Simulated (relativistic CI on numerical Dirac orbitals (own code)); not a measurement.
# Mn2+ in a cubic cluster: 2p photoemission with charge transfer

Computed with a charge-transfer multiplet model of a cubic metal-ligand cluster with up to one ligand hole, Slater and spin-orbit integrals from Dirac-Coulomb-Breit ions, Slater integrals scaled by 0.9. The ground state mixes d5 with configurations of k ligand holes L, whose averages lie at kΔ + k(k − 1)U_dd/2; a core hole lowers each added d electron by U_cd. 300 K, Lorentzian 0.6 eV and Gaussian 0.8 eV FWHM.

Atomic integrals in eV (Slater integrals scaled, ζ unscaled), ground: F2dd 9.229, F4dd 5.732, zeta_d 0.037; with the core hole: F2dd 10.932, F4dd 6.843, zeta_d 0.060, zeta_core 6.788, F2cd 6.321, G1cd 4.735, G3cd 2.690.

Cluster parameters (eV): Δ = 3.9, U_dd = 7, 10Dq = 1.25, 10Dq(ligand) = 1.5, V(eg) = 1.45, V(t2g) = -0.68, final-state hopping factor = 0.9.

Weights, n_d and S are thermal averages at 300 K. Binding energies count from the first peak over 30 % of the highest in each spectrum, which can be another peak from case to case. The parameters are a model scan and need not match a compound or its usual spin state. Peaks in eV (height, largest 100): 0.0 (100), 3.6 (81), 4.8 (73), 10.9 (52), 15.9 (39), 17.1 (42), 20.6 (6).

Task: Which parameters give this spectrum?
A. U_cd = 8.2 eV
B. U_cd = 10.6 eV
C. U_cd = 8.8 eV

Result: C. U_cd = 8.8 eV; the ground state then has 5.10 d electrons and S = 2.50. The choice follows from running the model for each set and comparing peak positions and heights. The space is cut while the next configuration still counts.
